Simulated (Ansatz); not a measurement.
`C=C1O[SiH]1OC`, charge 0, multiplicity 1.

(1) Give a relaxed structure at PBE0-D4/def2-TZVP (Ansatz). (Best estimate.)

Results:

(1) Ansatz gave: 
```xyz
12

C    -0.832    2.301   -1.745
C    -0.515    1.131   -1.229
O     0.389    0.151   -1.732
Si   -0.278   -0.341   -0.283
O     0.640   -0.389    1.043
C     0.868   -1.507    1.876
H    -0.392    2.644   -2.675
H    -1.539    2.940   -1.234
H    -1.145   -1.536   -0.333
H     0.195   -2.338    1.639
H     0.707   -1.211    2.914
H     1.900   -1.844    1.758
```
This is one stationary point; other conformers may exist.
